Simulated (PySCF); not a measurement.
C2HBr2Cl. Atoms are numbered in the order given.

```xyz
6

Cl     1.3709     2.4373     0.0000
C      1.3843     0.7131     0.0000
C      0.2834    -0.0513     0.0000
Br    -1.4705     0.6346     0.0000
Br     0.4508    -1.9394     0.0000
H      2.3777     0.2619     0.0000
```
Charge 0, spin multiplicity 1.

The structure is a stationary point at B3LYP-D3(BJ)/def2-SVP.

These are PBE/pcSseg-1 in PySCF values and carry that method's errors.

GIAO shieldings, no solvent; atoms alike by connectivity are averaged. δ = σ(ref) − σ: ³⁵Cl against HCl (σ = 936.5 ppm); ¹³C against TMS (σ = 182.0 ppm); ¹H against TMS (σ = 31.49 ppm), references at their B3LYP-D3(BJ)/def2-TZVP geometries, non-relativistic (without spin–orbit terms, shifts of atoms bonded to Cl or Br come out too high).

```tsv
atoms	nucleus	count	δ (ppm)
Cl1	³⁵Cl	1	(withheld)
C3	¹³C	1	145.7
C2	¹³C	1	(withheld)
H6	¹H	1	6.72
```

### Question
Some entries are withheld; supply them. (Estimate from the structure and the level; the computed values follow.)

### Answer

- C2, δ (ppm): 135.0
- Cl1, δ (ppm): 311.7
